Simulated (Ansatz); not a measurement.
Molecule: CuBr2 (charge -1, singlet). 
Geometry from a B3LYP-D3(BJ)/def2-TZVP (Ansatz, a first-principles code) optimisation:
```
Cu
Br 1 2.2991
Br 1 2.2991 2 180.00
```
Charge -1, spin multiplicity 1.

Total electronic energies in hartree. Cores are frozen in the correlated levels unless marked. Spin-orbit coupling is left out. Frozen are the shells of the preceding noble gas and the d and f shells that filled before the atom's block. No relativistic terms. CBS(X,Y): correlation extrapolated as X^-3; Hartree-Fock from the larger set. [CCSD(T)-MP2]/basis is that difference in the basis named.

```csv
level,program,energy (Eh)
HF/def2-QZVPPD,Ansatz,-6784.11988
RI-HF/def2-TZVPPD,Ansatz,-6783.98217
SVWN5/def2-TZVPD,Ansatz,-6779.23632
BLYP-D4/def2-TZVPD,Ansatz + dftd4,-6789.21961
BLYP/def2-TZVPD,Ansatz,-6789.21320
revPBE-D4/def2-TZVPD,Ansatz + dftd4,-6788.52655
revPBE/def2-TZVPD,Ansatz,-6788.52013
r2SCAN-D4/def2-TZVPD,Ansatz + dftd4,-6789.02545
B97M-V/def2-TZVPD,Ansatz,-6787.79946
B3LYP/def2-TZVPD,Ansatz,-6789.17403
PBE0/def2-QZVPP,Ansatz,-6788.37163
BHLYP-D4/def2-TZVPD,Ansatz + dftd4,-6788.99313
BHLYP/def2-TZVPD,Ansatz,-6788.98782
LC-wPBE-D3(BJ)/def2-TZVPD,Ansatz + dftd3,-6788.15163
B2GP-PLYP/def2-TZVPD,Ansatz,-6787.51539
RPA@PBE/def2-TZVPP,Ansatz,-6785.07705
SCS-MP2/def2-TZVPP,Ansatz,-6784.75766
SCS-MP2/def2-TZVPPD,Ansatz,-6784.76365
CCSD/6-31G,Ansatz,-6783.23663
CCSD/def2-SVP,Ansatz,-6783.64950
CCSD/def2-TZVPP,Ansatz,-6784.78345
CCSD(T)/def2-SVPD,Ansatz,-6783.71910
"RI-MP2/CBS(def2-TZVPPD,def2-QZVPPD)+[CCSD(T)-MP2]/def2-TZVPPD",Ansatz,-6785.0829
```

Totals of different functionals don't rank their quality; only differences between species are comparable.
